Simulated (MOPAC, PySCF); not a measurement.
[Ta(Cl)5], neutral singlet in the gas phase. 

Cartesian coordinates (Å):
```xyz
6

Ta     0.0000     0.0003     0.0001
Cl    -1.0424    -1.0235     1.8268
Cl    -0.2408     2.0460     1.0098
Cl    -1.6451    -0.7970    -1.3856
Cl     1.8861    -1.2503     0.3752
Cl     1.0423     1.0245    -1.8264
```
Charge 0, multiplicity 1.

All levels are single points at this geometry (r2SCAN-D4/def2-SVP); Pople sets use spherical d functions. Orbital energies aren't observables, and empty levels follow the basis.

```json
[
 {"level": "TPSSh-D3(BJ)/def2-TZVP in PySCF", "HOMO (eV)": "-8.50", "LUMO (eV)": "-4.20", "gap (eV)": "4.31", "dipole (D)": "0.00", "vertical IE, Delta-SCF (eV)": "–"},
 {"level": "B3LYP/LANL2DZ in PySCF", "HOMO (eV)": "-9.45", "LUMO (eV)": "-4.89", "gap (eV)": "4.56", "dipole (D)": "0.00", "vertical IE, Delta-SCF (eV)": "–"},
 {"level": "BP86/6-31G* (LANL2DZ on Ta) in PySCF", "HOMO (eV)": "-8.12", "LUMO (eV)": "-5.00", "gap (eV)": "3.12", "dipole (D)": "0.00", "vertical IE, Delta-SCF (eV)": "–"},
 {"level": "M06-2X/6-31G* (LANL2DZ on Ta) in PySCF", "HOMO (eV)": "-10.74", "LUMO (eV)": "-3.67", "gap (eV)": "7.07", "dipole (D)": "0.00", "vertical IE, Delta-SCF (eV)": "–"},
 {"level": "SVWN5/6-31G* (LANL2DZ on Ta) in PySCF", "HOMO (eV)": "-8.14", "LUMO (eV)": "-5.02", "gap (eV)": "3.11", "dipole (D)": "0.00", "vertical IE, Delta-SCF (eV)": "–"},
 {"level": "PM7 in MOPAC", "HOMO (eV)": "-10.41", "LUMO (eV)": "-2.50", "gap (eV)": "7.91", "dipole (D)": "0.00", "vertical IE, Delta-SCF (eV)": "–"}
]
```
